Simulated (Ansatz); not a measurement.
Start from `[F][GeH2][SiH3]` and change one atom or group to get `[F][GeH2][I]`.

Ansatz, PBE0-D4/def2-TZVP geometries, multiplicity 1. 

Elements past krypton have def2 core potentials. Scalar relativity is left out up to krypton. Spin–orbit coupling is left out; it splits and shifts lone-pair levels of the heavy atoms by tenths of an eV.

| property | `[F][GeH2][SiH3]` |
| --- | --- |
| HOMO–LUMO gap (B3LYP/def2-TZVPP) / eV | 7.40 |
| HOMO energy (ωB97M-V/def2-TZVPP) / eV | -10.51 |
| ideal-gas entropy at 298 K and 1 bar (rigid rotor, harmonic PBE0-D4/def2-TZVP) / J/(mol·K) | 326 |
| size of the dipole moment (B3LYP/def2-TZVPP) / D | 2.22 |
| LUMO energy (ωB97M-V/def2-TZVPP) / eV | 1.22 |
| HOMO–LUMO gap (PBE/def2-TZVPP) / eV | 5.74 |

Question: What does the change do to each property? (Best estimate.)

Answer: The calculation gave: 
```csv
property,`[F][GeH2][I]`,shift
HOMO–LUMO gap (B3LYP/def2-TZVPP) / eV,6.21,-1.19
HOMO energy (ωB97M-V/def2-TZVPP) / eV,-10.06,0.45
"ideal-gas entropy at 298 K and 1 bar (rigid rotor, harmonic PBE0-D4/def2-TZVP) / J/(mol·K)",315,-11
size of the dipole moment (B3LYP/def2-TZVPP) / D,1.96,-0.26
LUMO energy (ωB97M-V/def2-TZVPP) / eV,0.67,-0.55
HOMO–LUMO gap (PBE/def2-TZVPP) / eV,4.73,-1.01
```

With PBE0 the HOMO rises by 0.51 eV and the LUMO falls by 0.56 eV, so the gap narrows by about 1.07 eV. PBE moves the HOMO by 0.45 eV and ωB97M-V by 0.45 eV. The zero-point energy changes by -62.5 kJ/mol with -9 modes. Dipoles are sizes alone; their direction can turn.

B3LYP here is the variant with VWN-RPA as its local correlation; programs differ in this.
